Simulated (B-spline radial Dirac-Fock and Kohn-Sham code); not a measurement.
**Satellites and hypersatellites of the K lines of W²⁺**

System: tungsten as W²⁺, configuration [Xe] 4f14 5d4, inside a Watson sphere of charge -2 and radius 1.6 Å (a model of the Madelung potential; inside it an electron's potential energy is raised by 18.0 eV).

Input file task.json (cfg lists n, l and occupation; rrms is the nuclear radius in fm):

```json
{"items": [{
  "Z": 74,
  "q": 2,
  "cfg": [[1, 0, 2], [2, 0, 2], [2, 1, 6], [3, 0, 2], [3, 1, 6], [3, 2, 10], [4, 0, 2], [4, 1, 6], [4, 2, 10], [4, 3, 14], [5, 0, 2], [5, 1, 6], [5, 2, 4]],
  "A": 184,
  "rrms": 5.3658,
  "watson": [-2, 1.6],
  "do": ["binding", "quiet", "double"]
}]}
```

Run with: `python xray_run.py task.json out`

Model: Dirac-Fock (average of configuration) total-energy differences with a finite nucleus, the Breit interaction including its frequency dependence, and self-energy and vacuum-polarisation corrections. Program: a radial finite-basis atomic code. Each two-hole energy is an average over J within one jj subconfiguration, not an observable level; in light atoms, where LS coupling holds, the j-resolved values are not observed lines, and for a K spectator the Kα1 hypersatellite is nearly forbidden. Correlation and solid-state effects are left out.

Lines without a spectator: Kα2 (K-L2) 57977.5 eV, Kα1 (K-L3) 59315.0 eV, Kβ3 (K-M2) 66943.4 eV, Kβ1 (K-M3) 67236.2 eV. Shifts in eV with one spectator hole (a dash: not computed, or left out as unreliable):

```csv
spectator hole,Kα2,Kα1,Kβ3,Kβ1
K (1s),+981.3,+1055.4,+1270.3,+1287.5
L2 (2p1/2),+125.2,+168.7,–,+320.8
L3 (2p3/2),+94.5,+103.8,+241.5,–
M2 (3p1/2),–,+26.66,+51.2,+60.8
M3 (3p3/2),+14.55,–,+43.5,+44.0
M4 (3d3/2),+4.92,+1.52,–,–
M5 (3d5/2),-0.48,+3.56,–,–
```
